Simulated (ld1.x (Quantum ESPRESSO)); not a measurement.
**iodine (I), TM: configuration errors across variants**

- Element: I
- Generator: ld1.x (Quantum ESPRESSO) 7.5
- Type: norm-conserving Troullier–Martins (Kleinman–Bylander form)
- Functional: PBE
- Relativity: scalar-relativistic
- Frozen core: [Kr] 4d10
- Valence charge: 7
- Reference configuration: 5s1.5 5p5.5
- Partial waves: 5s (bound): rc 1.45 bohr; 5p (bound): rc 1.60 bohr
- Local potential: the p channel
- Core correction: none

All-electron excitation energies from the reference (eV): (1) 5s2 5p5 -5.184; (2) 5s2 5p4 5.947; (3) 5s2 5p3 25.793; (4) 5s1 5p5 16.927; (5) 5s2 5p4.5 -0.652; (6) 5s2 5p2 55.121; (7) 5s2 5p1 94.547.

A true bound ghost makes a file unfit for plane-wave use even where its test errors are small: the radial tests pick states by their node count and pass the ghost by.

Errors AE − PS in meV (a dash: test not solved or not reliable):

| change | (1) | (2) | (3) | (4) | (5) | (6) | (7) | bound ghosts |
| --- | --- | --- | --- | --- | --- | --- | --- | --- |
| base | +2.9 | -2.7 | -18 | +3.3 | +0.7 | -55 | -124 | s |
| core correction a·sin(br)/r model core inside 0.78 bohr | -1.2 | -2.6 | -7.5 | -2.7 | -2.1 | -38 | -146 | s |
| core correction a·sin(br)/r model core inside 0.98 bohr | -1.2 | -2.6 | -7.5 | -2.7 | -2.1 | -38 | -146 | s |
| core correction a·sin(br)/r model core inside 1.50 bohr | -1.2 | -2.4 | -7.3 | -3.1 | -2.0 | -39 | -146 | s |
| core correction a·sin(br)/r model core inside 1.72 bohr | -0.7 | -2.7 | -13 | -3.9 | -1.6 | -60 | -195 | s |

Q: Give the same row for: core correction a·sin(br)/r model core inside 1.14 bohr.

A: -1.2, -2.6, -7.5, -2.7, -2.1, -38, -145; bound ghosts: s.
